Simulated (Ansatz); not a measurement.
All numbers were calculated with Ansatz.

A structure relaxed at PBE0-D4/def2-TZVP, charge 0, multiplicity 1:

```tsv
atom	x (Å)	y (Å)	z (Å)
F1	-0.979	-1.540	0.403
C2	-0.541	-0.294	0.236
I3	-1.900	1.123	0.877
C4	0.654	-0.088	-0.295
I5	1.512	1.744	-0.638
H6	1.252	-0.944	-0.583
```

Task: Give its formula and SMILES.

Result: C2HFI2, `F/C(I)=C/I`.

Task: Point group (tolerance 0.08 Å, 0.16 Å for H)?

Result: Cs.

Task: Summarise the bond lengths by kind.

Result: 1 × C–F 1.331 Å; 2 × C–I 2.052 to 2.066 Å; 1 × C–C 1.324 Å; 1 × C–H 1.083 Å.
